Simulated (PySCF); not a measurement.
Checking a proposed structure

A compound C$_{5}$H$_{6}$F$_{5}$P gives the data below (simulated from a calculation) and was assigned the structure `CC/C=P\C(F)(F)C(F)(F)F`.

¹³C{¹H} NMR (computed): δ 144.8 (CH), 131.8 (CH2), 129.6 (C), 128.2 (C), 5.7 (CH3).

¹H NMR (300 MHz, computed): δ 7.02 (m, 1H), 6.23 (m, 1H), 5.77 (m, 1H), 1.62 (m, 3H).

[PySCF 2.14.0 with density-fitted response routines: geometry from GFN2-xTB; NMR shieldings at PBE0/pcSseg-1/GIAO; non-relativistic; gas phase; one averaged value for each set of equivalent atoms; a single conformation]

δ = σ(ref) − σ, references computed at the same level: TMS for ¹H (31.72 ppm), ¹³C (186.93 ppm).

Problem. Compare with the shifts computed for the proposed structure, pairing carbons in order of shift.

Solution. Numbering as in the mapped SMILES `[CH3:1][CH2:2]/[CH:3]=[P:4]\[C:5]([F:6])([F:7])[C:8]([F:9])([F:10])[F:11]`. Hydrogens are named by the atom that carries them.

| atom | computed for proposal | given list | difference |
| --- | --- | --- | --- |
| C3 | 217.4 | 144.8 | +72.6 |
| C8 | 129.1 | 131.8 | -2.7 |
| C5 | 128.0 | 129.6 | -1.6 |
| C2 | 34.7 | 128.2 | -93.5 |
| C1 | 17.1 | 5.7 | +11.4 |

The rms difference is 53.2 ppm and the largest -93.5 ppm at C2 (sp3 CH2). The carbon types in order of shift don't match either: CH, C, C, CH2, CH3 for the proposal against CH, CH2, C, C, CH3 in the data. The proposal doesn't fit.

Problem. Which isomer fits?

Solution. SMILES C=CP(C)C(F)(F)C(F)(F)F.

1. δC 144.8: alkene CH; as expected for a trigonal carbon in a double bond.
2. δC 131.8: terminal =CH2 carbon; an sp2 carbon of a C=C bond.
3. δC 129.6: CF3 carbon; 3 electronegative neighbours deshield it.
4. δC 128.2: fully substituted sp3 carbon bonded to 2 F and P; 2 electronegative neighbours deshield it.

The shifts were computed for this structure.

Splittings by ¹⁹F and ³¹P in the carbon and heteronuclear signals aren't shown, as no couplings were computed. Shifts are as computed. Against solution values, carbons near 30 ppm lie about +3 ppm off and those near 130 ppm about +5 ppm. Of 1211 compounds with measured shifts, 218 miss one by over three times the rms of a fit or turn the order of signals round; such compounds aren't used in these exercises. Multiplicities follow the n + 1 count of equivalent neighbours, as no J values were calculated; m marks all less simple cases, F and P coupling included.
